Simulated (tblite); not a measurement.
C6H10BP.
Bonds: B1–P2, P2–C3, C3–C4 (aromatic), C4–C5 (aromatic), C5–C6 (aromatic), C6–C7 (aromatic), C7–C8 (aromatic), C3–C8 (aromatic). Hydrogens: H9, H10, H11 on B1; H12, H13 on P2; H14 on C4; H15 on C5; H16 on C6; H17 on C7; H18 on C8.
Bond orders are those of one Lewis drawing.

Computed with GFN2-xTB (tblite), gas phase: L-BFGS steps from a force-field or distance-geometry start until the largest atomic force falls under 0.01 eV/Å.

The end geometry, which sets the zero of energy:
```
atom  x, y, z in Å
B1      2.8809    0.7260    0.2512
P2      1.7421   -0.7409   -0.1908
C3     -0.0281   -0.3857   -0.1124
C4     -0.7147   -0.5323    1.0879
C5     -2.0503   -0.1831    1.1674
C6     -2.7026    0.3215    0.0539
C7     -2.0170    0.4860   -1.1391
C8     -0.6813    0.1380   -1.2225
H9      2.5558    1.0062    1.3649
H10     3.9975    0.3305    0.1528
H11     2.5831    1.5600   -0.5492
H12     1.8183   -1.3364   -1.4460
H13     1.7909   -1.9183    0.5491
H14    -0.1948   -0.9181    1.9549
H15    -2.5843   -0.2996    2.0990
H16    -3.7462    0.5911    0.1172
H17    -2.5235    0.8899   -2.0032
H18    -0.1346    0.2716   -2.1467
```

Question: These geometries come from the run, each turned onto the end geometry. Order them by energy, lowest first.
A.
```
atom  x, y, z in Å
B1      2.8375    0.7381    0.2543
P2      1.7442   -0.7489   -0.1923
C3     -0.0352   -0.4258   -0.1254
C4     -0.7167   -0.5642    1.0806
C5     -2.0424   -0.1799    1.1685
C6     -2.6888    0.3470    0.0615
C7     -2.0097    0.4897   -1.1387
C8     -0.6836    0.1080   -1.2359
H9      2.5060    1.0146    1.3668
H10     3.9590    0.3550    0.1582
H11     2.5345    1.5711   -0.5442
H12     1.8713   -1.3558   -1.4374
H13     1.8414   -1.9256    0.5396
H14    -0.1966   -0.9593    1.9461
H15    -2.5626   -0.2696    2.1099
H16    -3.7208    0.6556    0.1358
H17    -2.5067    0.9223   -1.9935
H18    -0.1396    0.2341   -2.1655
```
B.
```
atom  x, y, z in Å
B1      2.8368    0.7358    0.2537
P2      1.7485   -0.7517   -0.1953
C3     -0.0322   -0.4502   -0.1330
C4     -0.7180   -0.5566    1.0725
C5     -2.0412   -0.1627    1.1694
C6     -2.6939    0.3578    0.0642
C7     -2.0106    0.5049   -1.1295
C8     -0.6876    0.1104   -1.2261
H9      2.4824    0.9824    1.3678
H10     3.9484    0.3235    0.1498
H11     2.5094    1.5444   -0.5627
H12     1.9323   -1.3271   -1.4443
H13     1.9017   -1.9062    0.5641
H14    -0.2104   -0.9434    1.9441
H15    -2.5734   -0.2680    2.1019
H16    -3.7311    0.6465    0.1351
H17    -2.5155    0.9202   -1.9891
H18    -0.1544    0.2464   -2.1544
```
C.
```
atom  x, y, z in Å
B1      2.8450    0.7421    0.2554
P2      1.7443   -0.7558   -0.1952
C3     -0.0306   -0.4275   -0.1263
C4     -0.7134   -0.5610    1.0775
C5     -2.0390   -0.1780    1.1691
C6     -2.6858    0.3466    0.0615
C7     -2.0065    0.4917   -1.1377
C8     -0.6810    0.1092   -1.2315
H9      2.5117    1.0193    1.3685
H10     3.9696    0.3649    0.1619
H11     2.5394    1.5760   -0.5433
H12     1.8492   -1.3535   -1.4470
H13     1.8193   -1.9294    0.5482
H14    -0.1971   -0.9602    1.9396
H15    -2.5665   -0.2772    2.1072
H16    -3.7184    0.6553    0.1361
H17    -2.5093    0.9141   -1.9959
H18    -0.1396    0.2296   -2.1598
```
D.
```
atom  x, y, z in Å
B1      2.8345    0.7335    0.2531
P2      1.7413   -0.7524   -0.1954
C3     -0.0316   -0.4363   -0.1286
C4     -0.7151   -0.5631    1.0766
C5     -2.0402   -0.1720    1.1684
C6     -2.6922    0.3552    0.0627
C7     -2.0074    0.4961   -1.1348
C8     -0.6828    0.1065   -1.2317
H9      2.4914    0.9967    1.3701
H10     3.9549    0.3356    0.1530
H11     2.5193    1.5577   -0.5568
H12     1.9084   -1.3392   -1.4356
H13     1.8782   -1.9116    0.5493
H14    -0.2035   -0.9507    1.9478
H15    -2.5695   -0.2677    2.1085
H16    -3.7339    0.6518    0.1359
H17    -2.5130    0.9237   -1.9921
H18    -0.1476    0.2425   -2.1619
```
E.
```
atom  x, y, z in Å
B1      2.8044    0.7009    0.2422
P2      1.7652   -0.7796   -0.1965
C3     -0.0501   -0.4401   -0.1320
C4     -0.7252   -0.5454    1.0838
C5     -2.0473   -0.1586    1.1688
C6     -2.6971    0.3552    0.0656
C7     -2.0160    0.5097   -1.1278
C8     -0.6939    0.1267   -1.2276
H9      2.4915    0.9794    1.3514
H10     3.9334    0.3300    0.1533
H11     2.5155    1.5335   -0.5504
H12     1.9696   -1.3039   -1.4913
H13     1.9369   -1.9036    0.6127
H14    -0.2123   -0.9413    1.9467
H15    -2.5785   -0.2694    2.1021
H16    -3.7328    0.6458    0.1381
H17    -2.5174    0.9179   -1.9913
H18    -0.1547    0.2494   -2.1593
```

Answer: C (0.003 eV), A (0.007 eV), D (0.020 eV), B (0.035 eV), E (0.100 eV).

In the order of the answer:

```tsv
step	E above end (eV)	largest force (eV/Å)	rms force component (eV/Å)	rms distance from end (Å)	rms bond change (Å)	bond most changed (Å)
16	0.003	0.04	0.016	0.038	0.001	B1–P2 +0.004
11	0.007	0.12	0.040	0.042	0.003	B1–P2 -0.010
8	0.020	0.23	0.074	0.050	0.005	B1–P2 -0.010
6	0.035	0.21	0.075	0.057	0.003	B1–P2 -0.012
3	0.100	0.82	0.209	0.070	0.016	B1–P2 -0.048
```

Run on one thread of an Arm Neoverse V1, no GPU, on a shared host.
